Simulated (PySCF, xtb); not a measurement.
MgF, SMILES [F][Mg+], charge +1.

GFN2-xTB (xtb) at its own geometry gives an orbital gap of 1.84 eV.

The structure is a stationary point at r2SCAN-D4/def2-TZVPD. The spin state was assumed, not searched.

Q: What does PBE0/def2-TZVPD (PySCF) give? (Estimate from the structure and the level; the computed values follow.)

A: gap 5.78 eV (levels -15.66 and -9.88 eV).
